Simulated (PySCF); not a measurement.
W(O)2(Cl)(SH) (ClHO2SW), SMILES [Cl][W](=[O])([SH])=[O], multiplicity 1. Geometry: PBE-D3(BJ)/def2-SVP. The spin state was assumed, not searched. The structure was generated by enumeration; whether it is a known compound was not checked. The def2 effective core potentials stand for the cores of W; spin–orbit coupling is left out. The values are those of a single conformer.

Computed equilibrium geometry at PBE-D3(BJ)/def2-SVP (PySCF confirms it by a frequency run) as Cartesian coordinates in Å (one conformer of several):
```xyz
6

W      0.2018    -0.0599     0.0589
O      1.3265    -0.8502    -0.9753
O      0.8344    -0.0542     1.6566
Cl    -0.1579     2.0811    -0.6727
S     -1.7409    -1.3733     0.1731
H     -1.6816    -1.7373    -1.1432
```
